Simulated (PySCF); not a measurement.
# What a mistake does to a calculation on B2CGeH4

Calculated results; nothing here was measured. They come from PySCF 2.14.0, an open-source quantum chemistry program, on an isolated molecule that a program drew, which may never have been made. The molecule is B2CGeH4 (charge 0, singlet), drawn as the SMILES string `[BH2][Ge][B]=C`.

Each row is a Hartree-Fock (HF) and frozen-core CCSD(T) single point in the cc-pVDZ basis, meant for a local HF minimum. Run 1 is clean. Each other run has one planted mistake out of seven kinds, and not every kind appears here: one electron removed, one electron added, multiplicity raised by two, geometry at a saddle point, minimal basis STO-3G, one bond length entered in bohr, all coordinates scaled. The reference is restricted for singlets and unrestricted otherwise, and also for a bond in bohr. Adding or removing an electron swaps singlet and doublet. Electrons count all cores. HOMO and LUMO are orbital energies over both spins, the gradient is its largest component, and the lowest frequency (negative if imaginary) is given only where the gradient is small. Bond lengths are over the 7 bonds as drawn. T1 is the CCSD diagnostic: over 0.02 (restricted) or 0.045 (unrestricted) a single reference is doubtful. Germanium has the cc-pVDZ-PP basis, with a core potential (ECP10MDF) in place of its 10 inner electrons, and its 3s, 3p and 3d shells are frozen in CCSD(T).

Geometry of the clean run:
```xyz
8
B2CGeH4, angstrom
B    -0.8597    0.5381    1.1631
Ge   -1.0382   -1.1091   -0.0752
B     0.9283   -1.5553    0.0361
C     2.2662   -1.9556    0.0451
H    -0.6766    1.6316    0.7029
H    -1.0401    0.4360    2.3455
H     2.6080   -2.8243   -0.5097
H     3.0306   -1.4237    0.6029
```

```
run  electrons  basis functions  <S^2>  HOMO (eV)  LUMO (eV)  gradient (hartree/bohr)  lowest frequency (cm^-1)  mean bond (Å)  longest bond (Å)      T1  HF (hartree)  CCSD(T) (hartree)                 mistake
  1         52               85  0.000      -8.89       0.23                  3.2e-05                        92         1.4367             2.068  0.0238    -382.83947         -383.27453                no fault
  2         52               85  0.000      -8.38       0.01                  5.2e-02                         -         1.5444             2.224  0.0240    -382.80726         -383.25183  all coordinates scaled
  3         51               85  0.923     -14.06      -6.26                  6.6e-02                         -         1.4367             2.068  0.0477    -382.57064         -382.95567                       ?
  4         52               85  2.019      -6.56      -0.41                  1.2e-01                         -         1.4367             2.068  0.0281    -382.78603         -383.19276                       ?
```

**Which mistake was planted in run 3, and what did it cost?**

It counts 51 electrons, one fewer than the clean run, at the same geometry and basis. So the mistake is: one electron removed. Subtracting run 1 and multiplying by 627.51 kcal/mol a hartree, the energy moved by 168.7 kcal/mol in HF and 200.1 kcal/mol in CCSD(T).

**Which mistake was planted in run 4, and what did it cost?**

Electrons, basis and geometry are unchanged, and <S^2> is 2.019, beside S(S+1) = 2.00 for a multiplicity of 3. So the mistake is: multiplicity raised by two. Subtracting run 1 and multiplying by 627.51 kcal/mol a hartree, the energy moved by 33.5 kcal/mol in HF and 51.3 kcal/mol in CCSD(T).

Cautions from the logs. Run 1: T1 is over the limit, so its CCSD(T) energy is less reliable; run 2: T1 is over the limit, so its CCSD(T) energy is less reliable; run 3: T1 is over the limit, so its CCSD(T) energy is less reliable.
